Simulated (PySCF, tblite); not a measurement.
Calculations on `[CH2]CC1CCCC1` [radical], in the order of a workflow; each names the level of the geometry that it ran on. Settings lines and outputs come from a driver script.

Species: C7H13 (doublet state).
Bonds: C1–C2, C2–C3, C3–C4, C4–C5, C5–C6, C6–C7, C3–C7. Hydrogens: H8, H9 on C1; H10, H11 on C2; H12 on C3; H13, H14 on C4; H15, H16 on C5; H17, H18 on C6; H19, H20 on C7.

Step 1: GFN2-xTB geometry optimisation, gas phase (tblite 0.8.0) (from a force-field or distance-geometry start)
```json
{"job": {"kind": "relax", "xc": "GFN2-xTB", "basis": "xTB"}, "charge": 0, "multiplicity": 2}
```
```
step      E/eV     max force
  0    -585.83209    2.533
  1    -586.00242    0.655
  2    -586.05240    0.538
...
134    -586.27468    0.070
135    -586.27476    0.016
136    -586.27479    0.020
137    -586.27485    0.030
138    -586.27487    0.009
```

Energy lowered by 10.2 kcal/mol over 138 steps; largest atomic force 0.009 eV/Å at the end. «max force» is the largest atomic force in eV/Å.

Hardware: one thread, AMD EPYC 7B13 (x86_64), shared host with 96 logical CPUs at a one-minute load of 20. Cost: 0.91 s of wall time.

Step 2: GFN2-xTB harmonic vibrations, gas phase (tblite 0.8.0) (on the GFN2-xTB geometry)
```json
{"job": {"kind": "ir", "xc": "GFN2-xTB", "basis": "xTB"}, "charge": 0, "multiplicity": 2}
```
```
(table of modes left out)
```

54 modes from 22 to 3173 cm⁻¹ (unscaled, harmonic); zero-point energy 112.8 kcal/mol; all wavenumbers are real at this level.

Time: 0.72 s. Hardware: one thread of an AMD EPYC 7B13, no GPU, shared host with 96 logical CPUs at a one-minute load of 20.

Step 3: UKS B3LYP, pcH-1 on C H, non-relativistic, mean-field spin-orbit, GIAO (PySCF 2.14.0) (on the GFN2-xTB geometry)
```json
{"job": {"kind": "epr", "basis": "pcH-1"}, "charge": 0, "multiplicity": 2}
```
```
...
E = -274.53867516 Eh   <S^2> = 0.7536 (exact 0.7500)
g shifts (ppm)      1          2          3
  rmc          -139       -139       -139
  gc              8         37         17
  oz_so         -24        559        705
  total        -155        458        584
hyperfine (MHz)  atom isotope    a_iso     a_fc   dipolar eigenvalues
    0   13C      88.42      88.42    -81.20    -80.41    161.61
    1   13C     -33.38     -33.38     -2.34      0.46      1.88
    2   13C      55.42      55.42     -5.48     -5.16     10.64
    3   13C      -0.17      -0.17     -1.04     -0.86      1.90
    4   13C       1.85       1.85     -0.31     -0.27      0.58
    5   13C      -0.18      -0.18     -0.45     -0.17      0.61
    6   13C      -0.65      -0.65     -1.31     -0.02      1.33
    7    1H     -64.78     -64.78    -39.68      0.40     39.28
    8    1H     -62.53     -62.53    -39.06     -0.25     39.31
    9    1H       3.25       3.25     -5.14     -3.92      9.06
   10    1H     115.99     115.99     -5.64     -3.80      9.44
   11    1H      -2.44      -2.44     -4.68     -2.45      7.13
   12    1H       1.26       1.26     -1.25     -0.76      2.02
   13    1H       0.22       0.22     -1.54     -1.03      2.57
   14    1H      -0.05      -0.05     -0.67     -0.61      1.28
...
```

⟨S²⟩ 0.754; g_iso 2.0026. rmc, gc and oz_so are the mass-correction, gauge-correction and orbital-Zeeman/spin–orbit parts of the g shift along its three principal axes; a_iso is the isotropic hyperfine coupling and a_fc its Fermi-contact part. The log counts atoms from 0, this text from 1.

On one thread of an AMD EPYC 7B13, on a shared host, this took 67 s wall (grids of density and orbitals included) and 1.0 GiB of memory at its peak.

Geometry of the electronic-property runs (GFN2-xTB):
```
atom  x, y, z in Å
C1    -2.7111   -0.5704    0.0235
C2    -1.6723    0.4546    0.1994
C3    -0.3589    0.1041   -0.5369
C4     0.6719    1.2436   -0.4341
C5     2.0086    0.5497   -0.1829
C6     1.6167   -0.6201    0.7135
C7     0.3315   -1.1370    0.0665
H8    -3.1273   -1.1008    0.8568
H9    -3.0280   -0.8464   -0.9639
H10   -1.4598    0.6073    1.2590
H11   -2.0154    1.4122   -0.2188
H12   -0.6058   -0.0845   -1.5848
H13    0.6858    1.8656   -1.3284
H14    0.4315    1.8827    0.4178
H15    2.4212    0.1754   -1.1213
H16    2.7416    1.2102    0.2785
H17    1.4120   -0.2568    1.7221
H18    2.3891   -1.3858    0.7740
H19   -0.3150   -1.6453    0.7806
H20    0.5786   -1.8477   -0.7235
```

 (This holds for the electronic-property runs.)

One conformer stands for the species.
